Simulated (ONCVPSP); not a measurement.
**An all-electron radial function and its pseudo partner (nitrogen)**

Columns: radius, all-electron u(r) and pseudo u(r) of the 2p shell (level -20.82 eV) of nitrogen in the configuration [He] 2s2 2p2; LDA (Perdew-Wang 92), scalar-relativistic, ONCV scheme, ONCVPSP 4.0.1.

```json
{"r (bohr)": "0.110", "all-electron": "0.0966", "pseudo": "0.0364"}
{"r (bohr)": "0.220", "all-electron": "0.2759", "pseudo": "0.1385"}
{"r (bohr)": "0.330", "all-electron": "0.4545", "pseudo": "0.2877"}
{"r (bohr)": "0.440", "all-electron": "0.6026", "pseudo": "0.4578"}
{"r (bohr)": "0.550", "all-electron": "0.7127", "pseudo": "0.6217"}
{"r (bohr)": "0.660", "all-electron": "0.7865", "pseudo": "0.7572"}
{"r (bohr)": "0.770", "all-electron": "0.8287", "pseudo": "0.8509"}
{"r (bohr)": "0.880", "all-electron": "0.8449", "pseudo": "0.8988"}
{"r (bohr)": "0.990", "all-electron": "0.8410", "pseudo": "0.9059"}
{"r (bohr)": "1.100", "all-electron": "0.8221", "pseudo": "0.8820"}
{"r (bohr)": "1.210", "all-electron": "0.7924", "pseudo": "0.8385"}
{"r (bohr)": "1.320", "all-electron": "0.7553", "pseudo": "0.7857"}
{"r (bohr)": "1.430", "all-electron": "0.7135", "pseudo": "0.7306"}
{"r (bohr)": "1.540", "all-electron": "0.6691", "pseudo": "0.6771"}
{"r (bohr)": "1.650", "all-electron": "0.6235", "pseudo": "0.6265"}
{"r (bohr)": "1.760", "all-electron": "0.5780", "pseudo": "0.5789"}
{"r (bohr)": "1.870", "all-electron": "0.5335", "pseudo": "0.5336"}
{"r (bohr)": "1.980", "all-electron": "0.4904", "pseudo": "0.4904"}
{"r (bohr)": "2.090", "all-electron": "0.4493", "pseudo": "0.4492"}
{"r (bohr)": "2.200", "all-electron": "0.4103", "pseudo": "0.4103"}
{"r (bohr)": "2.310", "all-electron": "0.3737", "pseudo": "0.3737"}
{"r (bohr)": "2.420", "all-electron": "0.3395", "pseudo": "0.3395"}
{"r (bohr)": "2.530", "all-electron": "0.3078", "pseudo": "0.3078"}
{"r (bohr)": "2.640", "all-electron": "0.2785", "pseudo": "0.2785"}
{"r (bohr)": "2.750", "all-electron": "0.2515", "pseudo": "0.2515"}
{"r (bohr)": "2.860", "all-electron": "0.2268", "pseudo": "0.2267"}
```

(1) How many radial nodes do the two functions have?

(2) At about which radius was the pseudo-wave matched?

(3) Where does each function peak?

(4) Is the pseudo-wave norm-conserving?

## Answers

(1) The all-electron 2p function has n − l − 1 = 0; the pseudo-wave has 0.

(2) 2.15 bohr. The columns agree to 0.0005 from 1.87 bohr on; several derivatives are matched, so the curves merge somewhat inside the radius.

(3) Outermost all-electron maximum near 0.88 bohr, pseudo maximum near 0.99 bohr (to the table’s step).

(4) Yes: the ONCV scheme keeps the norm inside the radius equal to the all-electron one, which fixes the energy derivative of the logarithmic derivative at the level.
